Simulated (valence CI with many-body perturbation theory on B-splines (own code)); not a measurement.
## Tb³⁴⁺ in brief

Method: configuration interaction combined with many-body perturbation theory (CI+MBPT): three valence electrons over a frozen Dirac-Fock core [Ar] 3d10, a basis of 9 s, 9 p, 8 d, 6 f, 3 g, 1 h functions for each j, with the one-electron correlation potential Σ1, the two-electron term Σ2, the three-electron term Σ3, Breit, model QED; selected CI, second order for the rest, scaled by the run's own slope (own B-spline code, finite nucleus).

The last digits are not significant, and no measured levels were compared; by estimate large intervals hold to a few tenths of a per cent, small ones and those within an open d or f shell to about a per cent.

Levels are named by their leading jj configuration (3d3/2^4 stands for four electrons in 3d with j = 3/2), which in mixed levels can hold well under half, so a name can repeat and another be missing.

Rates and lifetimes use the calculated energies. Strong lines usually hold to 10 to 20 %, long lifetimes can be off by a factor of two.

Problem. What is the ground level?

Solution. (4s^2 4p1/2) J=1/2, composition 99 % 4s2 4p 2P°, g = 0.661.

Problem. Name the longest-lived excited levels whose lifetime is computed, and their main decay.

Solution. (4s 4p3/2 4d5/2) J=9/2 at 293.54 eV lives 2.24 μs, mostly by M1 to (4s 4p1/2 4d5/2) J=7/2; (4s^2 4p3/2) J=3/2 at 48.81 eV lives 1.79 μs, mostly by M1 to (4s^2 4p1/2) J=1/2.

Problem. How well does LS coupling describe the low levels?

Solution. Among the lowest 20 levels the leading LS term, summed over configurations, holds 66 % on average. For single configurations the figures are 65 % in LS and 86 % in jj coupling. Terms mix most in the J = 5/2 level at 240.18 eV, where the leading one holds 44 %.

Problem. What is the ionisation energy?

Solution. 1444.4 eV; NIST lists 1443 ± 5 eV (theoretical).

Problem. Among levels below 314.29 eV, which E1 lines absorb most strongly from the ground level?

Solution. to (4s^2 4d3/2) J=3/2 at 7.066 nm, f = 0.700; to (4s 4p1/2 4p3/2) J=1/2 at 9.336 nm, f = 0.384; to (4s 4p1/2 4p3/2) J=3/2 at 9.550 nm, f = 0.363.

Problem. Where does the other parity begin?

Solution. At (4s 4p1/2^2) J=1/2, 74.57 eV.

Problem. What are the static dipole polarisabilities of the lowest levels?

Solution. (4s^2 4p1/2) J=1/2 0.0659 bohr³, of which the core gives 0.00414.
